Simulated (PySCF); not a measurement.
CH2AlNO, SMILES O=C=[N][AlH2]. Geometry: B3LYP-D3(BJ)/def2-SVP.

TDA-PBE0/def2-SVPD (PySCF) puts the lowest singlet excitations at 5.15, 6.20, 6.22, 7.17, 7.61, 7.80 eV.

### Question
What are the lowest excitation roots from ADC(2)/aug-cc-pVDZ (PySCF)? (An estimate is asked for; the answer gives what the named calculation found.)

### Answer
5.60, 6.43, 6.76, 6.92, 8.10, 8.25 eV. S1 differs by 0.45 eV (second minus first; roots are paired by order, and the bases may differ).
